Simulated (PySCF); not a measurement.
Ionisation energy of Zn by level of theory

Zn [Ar] 3d10 4s2 (1S) → Zn⁺ [Ar] 3d10 4s1 (2S), as a difference of total energies. Calculation: PySCF 2.14, in ANO-RCC-VTZP (6s5p3d2f1g, 59 functions); scalar relativity by spin-free X2C-1e. Correlated levels: valence and next inner shell: [Ne] frozen. The calculations carry no spin-orbit coupling.

```
                                method  ionisation energy (eV)  error (eV)
                                   UHF                   7.779      -1.615
    MP2 (valence and next inner shell)                   9.154      -0.240
SCS-MP2 (valence and next inner shell)                   9.141      -0.253
   CCSD (valence and next inner shell)                   9.145      -0.249
CCSD(T) (valence and next inner shell)                   9.281      -0.113
```

Reference: 9.394 eV (measured; NIST Atomic Spectra Database, ionization energies).

Errors of the correlated levels include the incompleteness of this basis and the frozen core.
